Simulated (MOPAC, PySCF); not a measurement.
H3Al, SMILES `[AlH3]`, neutral singlet in the gas phase. 

Cartesian coordinates (Å):
SMILES: [AlH3]
```xyz
4

Al     0.0000     0.0000     0.0001
H      1.5668    -0.2072    -0.0043
H     -0.9628    -1.2533     0.0025
H     -0.6040     1.4605     0.0017
```
Charge 0, spin multiplicity 1.

All levels are single points at this geometry (B3LYP-D3(BJ)/def2-TZVP); Pople sets use spherical d functions. Orbital energies aren't observables, and empty levels follow the basis.

SVWN5/6-31G* in PySCF gives HOMO (eV) = -7.29.

Task: Estimate the HOMO (eV) from each of these levels: TPSSh-D3(BJ)/def2-TZVP in PySCF; B3LYP/6-31G* in PySCF; M06-2X/6-31G* in PySCF; PM3 in MOPAC; PM7 in MOPAC.

Result: 
```csv
level,HOMO (eV)
TPSSh-D3(BJ)/def2-TZVP in PySCF,-8.05
B3LYP/6-31G* in PySCF,-8.37
M06-2X/6-31G* in PySCF,-9.69
PM3 in MOPAC,-11.45
PM7 in MOPAC,-12.12
```
